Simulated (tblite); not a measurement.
Compound: C₆H₁₀ClN₃.
Numbering: `[CH3:1][CH2:2][C@H:3]([CH3:4])[n:5]1[cH:6][n:7][n:8][c:9]1[Cl:10]` (hydrogens: H11, H12, H13 on C1; H14, H15 on C2; H16 on C3; H17, H18, H19 on C4; H20 on C6)

Computed geometry: GFN2-xTB, gas phase.

(1) What internal coordinates does the optimisation give?

Results:

(1) 
| bond | length (bohr) | order |
| --- | --- | --- |
| C1–C2 | 2.881 | single |
| C2–C3 | 2.898 | single |
| C3–C4 | 2.887 | single |
| C3–N5 | 2.734 | single |
| N5–C6 | 2.574 | aromatic |
| C6–N7 | 2.453 | aromatic |
| N7–N8 | 2.534 | aromatic |
| N8–C9 | 2.457 | aromatic |
| C9–Cl10 | 3.194 | single |
| N5–C9 | 2.583 | aromatic |
| C1–H11, C1–H12, C1–H13 | 2.055 | single |
| C2–H14 | 2.062 | single |
| C2–H15 | 2.063 | single |
| C3–H16 | 2.071 | single |
| C4–H17, C4–H18, C4–H19 | 2.055 | single |
| C6–H20 | 2.021 | single |

Bonds in one row agree within 0.02 bohr and their mean is given. Orders are formal, as drawn. A selection of angles:
| angle | degrees |
| --- | --- |
| C1–C2–C3 | 112.2 |
| C2–C3–C4 | 112.1 |
| C2–C3–N5 | 110.1 |
| C4–C3–N5 | 109.7 |
| C3–N5–C6 | 129.0 |
| C3–N5–C9 | 128.5 |
| C6–N5–C9 | 102.5 |
| N5–C6–N7 | 110.9 |
| C6–N7–N8 | 108.2 |
| N7–N8–C9 | 107.1 |
| N8–C9–Cl10 | 126.1 |
| N5–C9–N8 | 111.3 |
| N5–C9–Cl10 | 122.6 |

Dihedral angles: C1–C2–C3–C4 -176° (antiperiplanar); C2–C3–N5–C6 62° (synclinal).

N8 (pyridine-type nitrogen) is bent (angle 107.1°). The 5-membered ring N5–C6–N7–N8–C9 has internal angles of 102.5° to 111.3°; it is planar, 0.00 Å rms from its mean plane, widest ring torsion 0°. N5 (pyrrole-type nitrogen) is planar (angles 129.0°, 128.5° and 102.5°, sum 360.0°, 0.01 Å off the plane of its three neighbours). Of the pairs four or more bonds apart, Cl10···H16 is among the closest relative to their van der Waals radii: 2.62 Å, 89 % of the sum of Bondi's values. The C–N distances run from 1.298 Å (C6–N7, aromatic) to 1.447 Å (C3–N5, drawn single), a spread of 0.149 Å.

Point group: C1 (no symmetry element, even within 0.4 Å). Its GFN2-xTB frequencies are all real (lowest 26 cm⁻¹). One conformer, not necessarily the lowest. 3 starts were optimised and ended at 0.00, 0.63 and 1.19 kcal/mol (GFN2-xTB); the lowest of these is shown.
